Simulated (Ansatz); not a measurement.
Several settings on one geometry of GeH2MeBr (CH₅BrGe) (that of the charge 0 singlet, PBE0-D4/def2-SVP). Ansatz on 4 threads of Arm Neoverse V2 on a shared host; times are rough.

Cartesian coordinates in Å:
```
Ge 0.498 -0.634 0.359
H 0.472 -0.715 1.894
H 1.940 -0.728 -0.165
C -0.440 0.924 -0.319
H 0.035 1.842 0.060
H -1.489 0.902 0.008
H -0.410 0.933 -1.418
Br -0.606 -2.524 -0.418
```

Totals from different functionals, basis sets or treatments of relativity can't be compared as stabilities.

Correlated methods freeze 29 core orbitals.

The spins typed aren't always the lowest for that charge.

Q: Give the basis size and estimate the energy, ⟨S²⟩, dipole and time of these runs.

| run | method | charge | state | further keys |
| --- | --- | --- | --- | --- |
| 1 | UKS r2SCAN0/def2-TZVP | 1 | doublet | scf: {omitted_lower_state_checks: [starts]} |
| 2 | RKS RPBE/aug-cc-pVDZ | 0 | singlet | pseudopotentials: {relativity: none}; scf: {omitted_lower_state_checks: [starts]}; forces asked |
| 3 | UKS revPBE0-D3(BJ)/aug-cc-pVDZ | 0 | triplet | fitting: {mean_field: cc-pVTZ-jkfit}; scf: {omitted_lower_state_checks: [starts]}; forces asked |
| 4 | RHF, ccsd_t/def2-mTZVP | 0 | singlet | final_grid: {core_spheres: 8, valence_spheres: 7, degree: 23}; electrons: outside_noble_gas; diis_vectors: 1 |

A: 
```tsv
run	functions	energy (Eh)	⟨S²⟩	dipole (D)	wall time
1	157	-4691.8821	0.76	–	17 s
2	140	-4692.0079	–	2.38	1.6 s
3	140	-4691.7281	2.00	1.22	14 s
4	106	-4689.0139	–	–	1.4 s
```
